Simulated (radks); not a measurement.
Values are calculated unless marked as measured or tabulated.
Problem. Gd, configuration [Xe] 4f7 5d1 6s2. Level of theory: scalar-relativistic Kohn-Sham, PBEsol, spin-unpolarised, spherical densities, finite nucleus; Fermi nuclear charge, rms radius 5.1569 fm; hard spherical wall at 8 bohr (a radial shooting solver on a logarithmic mesh with Libxc functionals). Some entries of the table are withheld. Estimate them.

orbital  occ.  eigenvalue (eV)  <r^2> (bohr^2)
1s          2        -50073.62       0.0006553
2s          2        -8267.940         0.01028
2p          6              (1)        0.008285
3s          2        -1832.220             (2)
3p          6        -1550.665         0.06847
3d         10        -1178.519             (3)
4s          2              (4)          0.3451
4p          6              (5)          0.3896
4d         10        -146.9368          0.4694
5s          2         -49.0963           1.998
5p          6         -26.6308           2.777
4f          7          -8.0753             (6)
6s          2          -3.6071           15.51
5d          1          -1.9917           8.948
6p          0          -0.2107           20.63
7s          0           6.0008           26.71
5f          0           6.4222           26.41

Solution. 
(1) 2p eigenvalue (eV): -7359.320
(2) 3s <r^2> (bohr^2): 0.06830
(3) 3d <r^2> (bohr^2): 0.05751
(4) 4s eigenvalue (eV): -368.2713
(5) 4p eigenvalue (eV): -275.4255
(6) 4f <r^2> (bohr^2): 0.9927
